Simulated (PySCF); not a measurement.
**Hafnium: a sound run and one with changed settings**

Sound run: Hf [Xe] 4f14 5d2 6s2, Hf⁺ [Xe] 4f14 5d1 6s2. Computed with PySCF 2.14 in cc-pVTZ-PP with ECP60MDF, with scalar relativity through the core potential. The sound run starts from symmetry-adapted Hartree-Fock orbitals and uses a fine grid where one is needed.

Changed run: initial guess minao, at most 50 SCF cycles, level shift 2.0 hartree.

```csv
species,method,sound run (hartree),changed run (hartree),converged
Hf,UHF,-47.94856,-47.94855,no
Hf,B3LYP,-48.46842,-48.46824,no
Hf,M06-2X,-48.35985,-48.35969,no
Hf⁺,UHF,n/a,-47.73652,no
Hf⁺,B3LYP,-48.21663,-48.21573,no
Hf⁺,M06-2X,n/a,-48.11809,no
```

A level shift slows the SCF but leaves a converged energy unchanged.
